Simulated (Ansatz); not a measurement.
System: CHCl$_{2}$ (charge +1, singlet). 
Coordinates optimised at B3LYP-D3(BJ)/def2-TZVP (Ansatz, an electronic-structure program):
```
C
H 1 1.0893
Cl 1 1.6261 2 117.96
Cl 1 1.6261 2 117.96 3 -180.00
```
Charge +1, spin multiplicity 1.

Basis-set convergence of Hartree-Fock and CCSD correlation energies (hartree) with Ansatz. Valence correlation only, unless marked. No spin-orbit coupling. No relativistic terms.

```json
[
 {"basis": "aug-cc-pV(D+d)Z", "functions": "96", "E(HF)": "-957.11582", "E(corr, CCSD)": "-0.45569"},
 {"basis": "aug-cc-pV(T+d)Z", "functions": "179", "E(HF)": "…", "E(corr, CCSD)": "…"}
]
```

Q: Fill in the missing entries.

A: 
- aug-cc-pV(T+d)Z, E(HF): -957.15543
- aug-cc-pV(T+d)Z, E(corr, CCSD): -0.56471
